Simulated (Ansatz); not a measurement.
Reaction (formal loss of a carbene): `C[NH+](C)[InH3-]` → `C[NH2+][InH3-]` + `[CH2]` (triplet)

Computed with Ansatz on PBE0-D4/def2-TZVP structures; ΔE is electronic, products minus reactants. CBS: MP2 limit from def2 TZ/QZ plus the TZ coupled-cluster correction, frozen cores. This one scheme is used for every species. Functionals use def2-TZVPP. B3LYP here is the variant with VWN-RPA as its local correlation; programs differ in this. HSE06 is defined as in plane-wave codes. Triplets are unrestricted, without spin–orbit coupling. Elements past krypton have def2 core potentials. For In outer-core shells are correlated without core-valence functions, which leaves a few kJ/mol of doubt a bond.

`C[NH+](C)[InH3-]`:

Cartesian coordinates in Å:
```
C -1.060 0.759 -0.776
N -0.357 -0.337 -0.114
C -0.643 -0.397 1.317
In 1.981 -0.198 -0.505
H -0.850 0.736 -1.845
H -2.144 0.708 -0.617
H -0.693 1.706 -0.377
H -0.635 -1.213 -0.543
H -0.260 0.508 1.792
H -0.132 -1.254 1.756
H -1.718 -0.472 1.518
H 2.421 -1.643 0.354
H 2.187 1.338 0.283
H 1.903 -0.241 -2.241
```

`C[NH2+][InH3-]`:

Cartesian coordinates in Å:
```
C -0.343 0.481 -1.344
N -0.787 0.024 -0.024
In 1.007 -0.525 1.434
H 0.255 -0.304 -1.807
H -1.174 0.736 -2.008
H 0.293 1.357 -1.219
H -1.375 -0.797 -0.109
H -1.346 0.736 0.433
H 1.683 -1.771 0.428
H 1.744 1.048 1.412
H 0.043 -0.983 2.805
```

`[CH2]` (triplet):

Cartesian coordinates in Å:
```
C -0.245 -0.086 0.093
H -0.243 0.963 -0.161
H 0.489 -0.877 0.069
```

```csv
level,ΔE (eV),difference from CCSD(T)/CBS
LDA (SPW92),5.08,0.75
PBE-D4,4.35,0.02
BLYP-D4,4.24,-0.09
r2SCAN-D4,4.05,-0.28
B97M-V,4.28,-0.05
B3LYP-D4,4.23,-0.10
r2SCANh-D4,4.03,-0.30
r2SCAN0-D4,4.01,-0.32
HSE06-D4,4.26,-0.07
BHLYP-D4,4.11,-0.22
CAM-B3LYP-D4,4.27,-0.06
ωB97X-V,4.42,0.09
ωB97M-V,4.32,-0.01
B2PLYP,4.18,-0.15
PBE-QIDH,4.24,-0.09
PBE,4.26,-0.07
BLYP,4.04,-0.29
B3LYP,4.08,-0.25
r2SCANh,4.01,-0.32
r2SCAN0,3.98,-0.35
HSE06,4.19,-0.14
BHLYP,4.00,-0.33
CAM-B3LYP,4.20,-0.13
LC-ωPBE,4.14,-0.19
RPA@PBE/def2-TZVPP,4.16,-0.17
HF/def2-SVP,2.84,-1.49
MP2/def2-SVP,4.23,-0.10
CCSD/def2-SVP,4.06,-0.27
CCSD(T)/def2-SVP,4.15,-0.18
HF/def2-TZVPP,2.74,-1.59
MP2/def2-TZVPP,4.33,0.00
SCS-MP2/def2-TZVPP,4.34,0.01
CCSD/def2-TZVPP,4.08,-0.25
CCSD(T)/def2-TZVPP,4.20,-0.13
HF/def2-QZVPP,2.74,-1.59
MP2/def2-QZVPP,4.40,0.07
SCS-MP2/def2-QZVPP,4.42,0.09
HF/CBS(def2),2.74,-1.59
MP2/CBS(def2),4.46,0.13
CCSD/CBS(def2),4.20,-0.13
CCSD(T)/CBS,4.33,0
```

Largest T1 diagnostic among the species: 0.012.

At CCSD(T), def2-SVP lies −0.17 eV from the extrapolated value and def2-TZVPP −0.13 eV. From PBE to PBE0 (25 % exact exchange), in def2-TZVPP and without D4, ΔE moves by −0.08 eV. In def2-TZVPP, CCSD(T) changes the Hartree–Fock value by +1.46 eV (the triples alone add +0.12 eV) and MP2 by +1.59 eV.
